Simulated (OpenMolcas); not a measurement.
## Cr3+ in a point-charge field

Cr3+ among 6 point charges of -1.3 e arranged as a tetragonal octahedron (D4h), 1.82 Å from the ion, with the axial distance 2.057 Å.
```
   1.8200    0.0000    0.0000  -1.30
   0.0000    1.8200    0.0000  -1.30
  -1.8200    0.0000    0.0000  -1.30
   0.0000   -1.8200    0.0000  -1.30
   0.0000    0.0000    2.0566  -1.30
   0.0000    0.0000   -2.0566  -1.30
```

```yaml
Program: OpenMolcas
Method: CASSCF
Basis: ANO-RCC-VDZP [5s4p2d1f]
Scalar_Hamiltonian: DKH2, point nucleus
Active_space: 3 electrons in 5 orbitals (3d)
State_averaging: 2S+1 = 4 even, 10 roots; 2S+1 = 2 even, 40 roots
Spin-orbit_coupling: state interaction with AMFI integrals over the reference wave functions
```

The lowest spin-free states (labels of D4, the rotations of D4h), above the lowest:

```tsv
State	Degeneracy	E (cm-1)	Free-ion L (%)
4B1	1	0.0	F (100)
4E	2	3567	F (99)
4B2	1	4776	F (100)
4A2	1	7068	F (93)
4E	2	7502	F (100)
2A1	1	19145	G (80)
2B1	1	19611	G (81)
2E	2	19805	G (77)
2A2	1	20289	G (70)
4A2	1	20992	P (93)
2A1	1	21528	G (98)
2E	2	22584	G (87)
2B2	1	22764	G (85)
4E	2	23669	P (99)
2E	2	24806	H (57)
2B2	1	25292	H (66)
2A2	1	25539	H (82)
2B1	1	26954	H (57)
2E	2	27452	P (46)
2A1	1	28786	H (56)
```

The lowest levels with spin-orbit coupling:

```csv
E (cm-1),Degeneracy,Label,2S+1,g
0.0,2,E3/2,4,1.83 3.56 3.56
5.3,2,E1/2,4,0.00 0.00 5.49
3401,2,E3/2,4,0.75 0.75 2.74
3554,2,E3/2,4,0.86 1.18 1.18
3670,2,E1/2,4,0.82 0.82 4.10
3770,2,E1/2,4,1.11 1.11 7.71
4766,2,E3/2,4,2.17 3.41 3.41
4815,2,E1/2,4,0.01 0.01 6.50
6975,2,E1/2,4,1.68 2.58 2.58
7021,2,E3/2,4,0.17 0.17 5.05
7488,2,E3/2,4,1.24 1.24 5.12
7629,2,E1/2,4,1.56 3.22 3.22
7637,2,E3/2,4,1.64 1.64 1.66
7780,2,E1/2,4,3.14 4.92 4.92
19135,2,E1/2,2,0.57 0.57 1.02
19540,2,E3/2,2,0.20 1.81 1.81
19859,2,E3/2,2,1.97 3.61 3.61
19938,2,E1/2,2,0.03 0.71 0.71
20297,2,E1/2,2,0.69 1.83 1.83
21003,2,E3/2,4,0.02 0.02 5.97
```

Powder χT (cm3 K/mol): 1.2 at 2 K, 1.48 at 10 K, 1.54 at 50 K, 1.56 at 100 K, 1.62 at 200 K, 1.67 at 300 K. The effective moment at 300 K is 2.828 √(χT) = 3.65 μB.

The lowest level has 2S+1 = 4, for which the spin-only value is χT = S(S+1) / 2 = 1.875 cm3 K/mol (g = 2). The computed 1.668 at 300 K differs by -0.207, through orbital momentum, spin-orbit coupling and any other state in reach.

Without dynamic correlation the repulsion within the d shell is too large (B by tens of per cent), so at a given field states of lower spin stand too high. This is an electrostatic model: the charges have no orbitals. No measured value stands beside these numbers.

The RASSCF and RASSI steps took 8.7 s on 1 thread of Arm Neoverse V2 (shared host); the integral step is not counted.
